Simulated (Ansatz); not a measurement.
Consider the redistribution: `F[Si](Cl)(Cl)[SiH2]Cl` + `O[SiH2][SiH](F)Cl` → `O[SiH2][Si](F)(Cl)Cl` + `F[SiH](Cl)[SiH2]Cl`.

Gas-phase electronic energies from Ansatz, PBE0-D4/def2-TZVP geometries. CCSD(T)/CBS adds triple-zeta CCSD(T) − MP2 to the extrapolated MP2 energy (def2 sets, frozen cores). Functionals use def2-TZVPP. B3LYP here is the variant with VWN-RPA as its local correlation; programs differ in this. Each species was taken in one conformer, which may not be the lowest.

```
             level  ΔE (kcal/mol)
         r2SCAN-D4            0.4
          B3LYP-D4            0.2
           ωB97X-V            0.1
           ωB97M-V            0.2
               PBE            0.3
             B3LYP           -0.2
SCS-MP2/def2-QZVPP           -0.1
    CCSD/CBS(def2)           -0.1
```

(1) What does CCSD(T)/CBS give? (Best estimate.)

Largest T1 diagnostic among the species: 0.012.

Answers

(1) The calculation gave: +0.1 kcal/mol. The listed levels differ from it by 0.3, 0.1, 0.0, 0.1, 0.2, -0.3, -0.2, -0.2 kcal/mol.

In def2-TZVPP, CCSD(T) changes the Hartree–Fock value by +0.8 kcal/mol (the triples alone add +0.2 kcal/mol) and MP2 by +0.9 kcal/mol.

CCSD(T)/CBS has its own doubt, a few kJ/mol and more with outer-core shells, so smaller differences from it don't rank the levels.
